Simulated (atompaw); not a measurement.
## cobalt (Co): PAW (atompaw) pseudisation with LDA (PW92), scalar-relativistic reference atom.

```json
{"Element": "cobalt", "Generator": "atompaw 4.2.0.5", "Type": "PAW", "Functional": "LDA (PW92)", "Relativity": "scalar-relativistic", "Frozen core": "[Ar]", "Valence charge": "9", "Reference configuration": "3d7 4s2 4p0", "Partial waves": "4s (bound): rc 3.00 bohr; 4s channel at 4.05 Ry: rc 3.00 bohr; 4p (bound, empty): rc 3.00 bohr; 4p channel at 0.95 Ry: rc 3.00 bohr; 3d (bound): rc 1.70 bohr; 3d channel at 0.25 Ry: rc 1.70 bohr", "Local potential": "bessel scheme, radius 2.60 bohr", "Core correction": "smooth core density matched at 1.55 bohr", "Augmentation charge": "besselshape compensation charge, radius 2.85 bohr; PAW radius 3.00 bohr; waves and projectors: modrrkj vanderbiltortho"}
```

All-electron outer shells of the reference configuration (LDA (PW92), scalar-relativistic, ld1.x):

| shell | level (eV) | outermost node (bohr) | outermost maximum (bohr) |
| --- | --- | --- | --- |
| 3s | -101.87 | 0.31 | 0.67 |
| 3p | -65.52 | 0.28 | 0.68 |
| 3d | -8.46 | – | 0.66 |
| 4s | -5.67 | 0.96 | 2.29 |
| 4p | -1.39 | 1.05 | 3.21 |

(1) Estimate the cutoffs (Ry, on a coarse ladder) from which the occupation-weighted sum of valence levels, in a spherical-Bessel basis at the reference potential, stays within 10 and 1 mRy of its value at 400 Ry.

(2) What does a ghost test show?

(3) Is the overlap operator S = 1 + Σ q|β⟩⟨β| positive definite (Bessel basis up to 400 Ry)?

(4) Which valence shell sets the plane-wave cutoff?

## Answers

(1) 35 Ry and 60 Ry.

(2) No extra level below or beside the all-electron valence levels (s, p, d, f tested).

(3) Barely: its lowest eigenvalue is 0.012 (p channel).

(4) 3d: its level needs 45 Ry to come within 1 mRy, against 6 Ry for 4s.
